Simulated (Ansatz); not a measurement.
CuFH2SSi+: where a starting geometry ends

The starting geometry of this gas-phase doublet was optimised with GFN2-xTB.

```yaml
atoms:
  - { symbol: Cu, position_ang: [-2.4641, 0.1082, 0.2866] }
  - { symbol: F, position_ang: [-0.2282, -0.3651, -2.1571] }
  - { symbol: S, position_ang: [-0.7057, 2.5350, -1.7639] }
  - { symbol: Si, position_ang: [-1.5522, 0.4875, -1.8039] }
  - { symbol: H, position_ang: [0.5841, 2.1989, -1.7996] }
  - { symbol: H, position_ang: [-2.2366, 0.4833, -3.1037] }
```

**Question.** Predict what becomes of its bonds when it is optimised with B3LYP-D3(BJ)/def2-SVP.

**Answer.** A new bond forms, giving a structure given below by its coordinates. Contacts that close: Cu1–S3 (3.63 → 2.43 Å).

The energy falls by 0.53 eV over 14 steps:

| step | E − E(last) (eV) |
| --- | --- |
| 1 | 0.532 |
| 2 | 0.349 |
| 4 | 0.199 |
| 5 | 0.133 |
| 7 | 0.035 |
| 8 | 0.019 |
| 10 | 0.000 |
| 11 | 0.000 |
| 13 | 0.000 |
| 14 | 0.000 |

Final geometry (Å):

```xyz
6

Cu   -1.9190    0.8991    0.1056
F    -0.1614   -0.5302   -2.4238
S    -0.9226    2.4006   -1.5224
Si   -1.4868    0.3147   -2.1000
H     0.3577    2.0696   -1.1965
H    -2.4706    0.2938   -3.2045
```

Frequencies at the end are all real (lowest 123 cm⁻¹). Open shells are spin-unrestricted. Run with Ansatz 0.2.0, 82 s on 2 threads of Arm Neoverse V1, with other jobs on the host.
